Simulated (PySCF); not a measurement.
## F(2+): ionisation energy

F(2+) [He] 2s2 2p3 (4S) → F(3+) [He] 2s2 2p2 (3P), as a difference of total energies. All numbers are calculated (PySCF 2.14, the spin-free X2C one-electron Hamiltonian (Gaussian nucleus), in x2c-TZVPPall (5s3p2d1f, 31 functions)). Correlated levels: valence: 1s2 frozen. The calculations carry no spin-orbit coupling.

```tsv
method	ionisation energy (eV)
UHF	62.248
MP2 (valence)	62.816
SCS-MP2 (valence)	62.563
CCSD (valence)	62.597
```

Question: Estimate what CCSD(T) (valence) gives.

Answer: 62.598 eV, closest to CCSD (valence) among the rows shown.

Question: Estimate what CCSDT (valence) gives.

Answer: 62.596 eV, closest to CCSD (valence) among the rows shown.

A first-order spin-orbit estimate (lowest level to lowest level, LS coupling) adds -0.055 eV.

Errors of the correlated levels include the incompleteness of this basis and the frozen core.

For comparison: 62.708 eV (semi-empirical (NIST evaluation); NIST Atomic Spectra Database, ionization energies).
